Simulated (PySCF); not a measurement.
Compound: MeOCH2CF3, C3H5F3O.
Z-matrix (Å and degrees, PBE0-D3(BJ)/def2-SVP geometry), rows numbered from 1:
```
C 
O   1  1.4032
C   2  1.3821  1  115.98
C   3  1.5199  2  114.17  1   -76.47
F   4  1.3365  3  109.63  2  -168.99
F   4  1.3405  3  112.19  2    71.93
F   4  1.3296  3  111.80  2   -48.90
H   1  1.0982  2  107.04  3  -169.25
H   1  1.1032  2  112.68  3    71.36
H   1  1.1068  2  111.44  3   -50.59
H   3  1.1083  2  112.88  1    46.09
H   3  1.1001  2  107.74  1   165.42
```

Method: PBE0-D3(BJ)/def2-SVP geometry optimisation, gas phase (PySCF).

Masses are those of the commonest isotopes; rigid-rotor values at the optimised geometry. The values belong to one conformer with, in the numbering `[CH3:1][O:2][CH2:3][C:4]([F:5])([F:6])[F:7]`, C1–O2–C3–C4 -76°.

Task: What are A, B and C (GHz)?

Result: Ia = 109.77, Ib = 270.73, Ic = 282.67 u·Å²; 505379 MHz·u·Å²/I gives 4604, 1867 and 1788 MHz, that is A = 4.6040, B = 1.8668, C = 1.7879 GHz.

Task: What kind of rotor is it?

Result: A near-prolate asymmetric top: κ = (2 × 1867 − 4604 − 1788)/(4604 − 1788) = -0.94.

Task: What does the inertial defect say?

Result: Not planar: Δ = Ic − Ia − Ib = -97.83 u·Å². For a rigid frame Δ = −2 Σ m c², so Σ m c² = 48.91 u·Å² lies off the ab plane: 4.75 from hydrogen and 44.16 from heavier atoms. The atom farthest from that plane is 1.66 Å away.

Task: Give the other two planar moments, Paa and Pbb, and the rms extents of the mass along the axes.

Result: Paa = Σ m a² = (Ib + Ic − Ia)/2 = 221.81 and Pbb = Σ m b² = (Ia + Ic − Ib)/2 = 60.86 u·Å². With the mass M = 114.03 u, the rms extents √(P/M) along a, b and c are 1.39, 0.73, 0.65 Å.

Task: Which lines would a microwave search look for?

Result: The dipole components are |μa| = 1.33 D, |μb| = 0.08 D, |μc| = 1.33 D. Intensities carry the squares of the components, which stand as 0.99 : 0.00 : 1.00 (a : b : c). Some lines, for components of 0.1 D or more:

```
type  branch         J(Ka,Kc)    MHz  lower level (cm⁻¹)
   a       Q  3(1,2) ← 3(1,3)    473               0.816
   c       Q  3(1,3) ← 3(0,3)   2547               0.731
   c       Q  2(1,2) ← 2(0,2)   2660               0.366
   c       Q  1(1,1) ← 1(0,1)   2737               0.122
   a       R  1(0,1) ← 0(0,0)   3655               0.000
   a       R  2(1,2) ← 1(1,1)   7230               0.213
   a       R  2(1,1) ← 1(1,0)   7388               0.216
   c       Q  3(2,2) ← 3(1,2)   8095               0.832
   c       Q  2(2,1) ← 2(1,1)   8212               0.462
   c       R  2(1,1) ← 1(0,1)  10204               0.122
   a       R  3(1,3) ← 2(1,2)  10845               0.454
   a       R  3(0,3) ← 2(0,2)  10957               0.366
   a       R  3(2,2) ← 2(2,1)  10964               0.736
   a       R  3(2,1) ← 2(2,0)  10971               0.736
   a       R  3(1,2) ← 2(1,1)  11081               0.462
   c       Q  3(3,1) ← 3(2,1)  13876               1.102
   c       R  3(1,2) ← 2(0,2)  13978               0.366
   c       R  2(2,0) ← 1(1,0)  15602               0.216
   c       R  2(2,1) ← 1(1,1)  15679               0.213
   c       R  3(2,1) ← 2(1,1)  19184               0.462
   c       R  3(2,2) ← 2(1,2)  19412               0.454
   c       R  3(3,0) ← 2(2,0)  24847               0.736
   c       R  3(3,1) ← 2(2,1)  24848               0.736
```

Task: Estimate the classical rotational partition function at 50 K, 200 K and 500 K.

Result: Point group C1, symmetry number σ = 1; q = (√π/σ)·√((kT/h)³/(ABC)), k/h = 20836.6 MHz/K: 15200 at 50 K, 122000 at 200 K, 481000 at 500 K.

PBE0-D3(BJ)/def2-SVP frequencies: not computed here. Constants of a rigid frame at the computed geometry: no zero-point averaging, no centrifugal distortion. A rigid rotor knows nothing of internal rotation, which can split or shift real lines.

On one thread of an Arm Neoverse V2, on a shared host, this took 26 s. This is the geometry optimisation.
